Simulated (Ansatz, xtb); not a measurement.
**Relative energy of two isomers of C2H10OSi3**

We compare I, `C[Si]([SiH3])([SiH3])C=O`, a singlet, with II, `C[SiH](C=O)[SiH2][SiH3]`, a singlet. Both are isolated molecules in the gas phase, relaxed with r2SCAN-D4/def2-SVP, each in the lowest conformer that the search found.

Question: Estimate which is lower in electronic energy at CCSD(T)/def2-SVP + ΔMP2/def2-TZVPP, and by roughly how much.

Answer: CCSD(T)/def2-SVP + ΔMP2/def2-TZVPP gives E(II) − E(I) = +0.04 kJ/mol, slightly favouring structure I, which is too small a margin to settle the true order.

Level by level:

```json
{"level": "r2SCAN-D4/def2-SVP", "geometry": "r2SCAN-D4/def2-SVP", "E(II) − E(I) (kJ/mol)": "−1.64", "departure from the last row (kJ/mol)": "−1.68", "job, with rough time for the two": "optimisation, 2.5 min"}
{"level": "HF/def2-SVP", "geometry": "r2SCAN-D4/def2-SVP", "E(II) − E(I) (kJ/mol)": "−3.31", "departure from the last row (kJ/mol)": "−3.35", "job, with rough time for the two": "part of the CCSD(T) run"}
{"level": "MP2/def2-SVP", "geometry": "r2SCAN-D4/def2-SVP", "E(II) − E(I) (kJ/mol)": "−3.61", "departure from the last row (kJ/mol)": "−3.65", "job, with rough time for the two": "part of the CCSD(T) run"}
{"level": "CCSD(T)/def2-SVP", "geometry": "r2SCAN-D4/def2-SVP", "E(II) − E(I) (kJ/mol)": "−3.80", "departure from the last row (kJ/mol)": "−3.84", "job, with rough time for the two": "single point"}
{"level": "CCSD(T)/def2-SVP + ΔMP2/def2-TZVPP", "geometry": "r2SCAN-D4/def2-SVP", "E(II) − E(I) (kJ/mol)": "+0.04", "departure from the last row (kJ/mol)": "", "job, with rough time for the two": "single point, 91 s"}
```

As drawn, both hold the same kinds of bond in the same numbers.

The largest departure from CCSD(T)/def2-SVP + ΔMP2/def2-TZVPP is that of CCSD(T)/def2-SVP, 3.84 kJ/mol. Levels run at GFN2-xTB geometries aren't shown. The last row adds to CCSD(T) the change of the MP2 difference between the two basis sets, here +3.84 kJ/mol.

With thermal terms from frequencies at re-optimised GFN2-xTB minima (ideal gas, soft modes damped towards free rotors, one conformer each, 298.15 K, 1 atm): on the last row, ΔE + ΔZPE = +3.24, ΔH = +0.24, ΔG = +8.92 kJ/mol.

The correlated steps freeze 18 core orbitals. Programs: Ansatz 0.2.0, xtb 6.7.1; the last row on 2 threads of Arm Neoverse V2 on a shared host.
